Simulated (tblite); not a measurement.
C4H8FO2Si (doublet state).
Atom-mapped SMILES: `[CH2:1]=[C:2]([F:3])[C@H:4]([O:5])[CH2:6][SiH2:7][OH:8]` (hydrogens: H9, H10 on C1; H11 on C4; H12, H13 on C6; H14, H15 on Si7; H16 on O8)

A start from a force field or distance geometry was refined with GFN2-xTB geometry optimisation, gas phase (tblite). Values at the start:

| coordinate | start |
| --- | --- |
| C1=C2 | 1.336 Å |
| C1–H9 | 1.068 Å |
| C1–H10 | 1.092 Å |
| C2–F3 | 1.366 Å |
| C2–C4 | 1.489 Å |
| C4–O5 | 1.381 Å |
| C4–C6 | 1.529 Å |
| C4–H11 | 1.104 Å |
| C6–Si7 | 1.845 Å |
| C6–H12 | 1.109 Å |
| C6–H13 | 1.108 Å |
| Si7–O8 | 1.704 Å |
| Si7–H14 | 1.474 Å |
| Si7–H15 | 1.464 Å |
| O8–H16 | 0.973 Å |
| C1–C2–F3 | 116.5° |
| C1–C2–C4 | 124.1° |
| C2–C4–O5 | 108.6° |
| C2–C4–C6 | 106.3° |
| F3–C2–C4 | 119.4° |
| C4–C6–Si7 | 107.2° |
| O5–C4–C6 | 111.6° |
| C6–Si7–O8 | 112.5° |
| C1–C2–C4–O5 | -120° |
| C2–C4–C6–Si7 | -60° |
| C4–C6–Si7–O8 | -144° |

Problem. How do these coordinates change at the GFN2-xTB level?

Solution. 
```tsv
coordinate	GFN2-xTB (Å or °)	change
Si7–O8	1.619	-0.085
C6–Si7	1.910	+0.065
C4–O5	1.317	-0.064
C4–C6	1.569	+0.040
C2–C4	1.515	+0.026
C6–H12	1.089	-0.020
O8–H16	0.953	-0.020
C6–H13	1.089	-0.019
C1=C2	1.319	-0.017
C1–H10	1.076	-0.016
C2–F3	1.350	-0.016
Si7–H14	1.460	-0.014
C4–H11	1.110	+0.006
C1–H9	1.073	+0.005
Si7–H15	1.464	0.000
C6–Si7–O8	100.6	-11.9
O5–C4–C6	101.4	-10.2
C2–C4–O5	115.6	+7.0
F3–C2–C4	114.4	-5.0
C4–C6–Si7	111.2	+4.0
C1–C2–F3	119.9	+3.4
C2–C4–C6	109.6	+3.3
C1–C2–C4	125.6	+1.5
C4–C6–Si7–O8	-158	-14
C1–C2–C4–O5	-111	+9
C2–C4–C6–Si7	-56	+4
```

The energy falls by 55.0 kJ/mol over 94 L-BFGS steps, the largest force on an atom goes from 2.73 to 0.010 eV/Å, and the atoms move by 0.403 Å rms after alignment. The bond that changes most is Si7–O8 (ends: silicon bonded to C, O and 2 H; oxygen bonded to Si and H), which shortens by 0.085 Å. Bonds longer at the end by more than 0.005 Å: 5 of 15; shorter: 9. Among the dihedrals that turn most is H15–Si7–O8–H16, from 10° to 66°. Rotational constants go from 2675, 1038, 893.8 to 2648, 1034, 887.5 MHz.

Time: 0.52 s wall. Hardware: Arm Neoverse V2, one thread, shared host with 96 logical CPUs at a one-minute load of 76.

Its GFN2-xTB frequencies are all real (lowest 29 cm⁻¹).

One conformer stands for the species.

The numbers are calculated, not measured.
